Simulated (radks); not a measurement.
Question: The mean radii <r> (bohr) of the occupied orbitals of an atom or ion are listed with their occupations. All-electron calculation, non-relativistic Kohn-Sham, PBEsol, spin-polarised, spherical densities, point nucleus. Program: a radial shooting solver on a logarithmic mesh with Libxc functionals.

| orbital | occ. | <r> |
|---|---|---|
| 1s up | 1 | 0.02983 |
| 1s down | 1 | 0.02983 |
| 2s up | 1 | 0.1287 |
| 2s down | 1 | 0.1287 |
| 2p up | 3 | 0.1097 |
| 2p down | 3 | 0.1097 |
| 3s up | 1 | 0.3442 |
| 3s down | 1 | 0.3442 |
| 3p up | 3 | 0.3349 |
| 3p down | 3 | 0.3349 |
| 3d up | 5 | 0.3057 |
| 3d down | 5 | 0.3056 |
| 4s up | 1 | 0.8206 |
| 4s down | 1 | 0.8202 |
| 4p up | 3 | 0.8642 |
| 4p down | 3 | 0.8631 |
| 4d up | 5 | 1.011 |
| 4d down | 5 | 1.004 |
| 5s up | 1 | 2.065 |
| 5d up | 1 | 3.128 |

Name the element and its charge. Open shells, if any, are filled with parallel spins first.

Answer: Z = 51, antimony, charge +3: Sb3+ in [Kr] 4d10 5s1 5d1. The 1s radius gives Z: for a bare nucleus <r> = 1.5/Z, 0.02941 bohr for Z = 51, and screening makes it slightly larger (0.02983 here). The occupations add up to 48, and the charge is Z minus that.
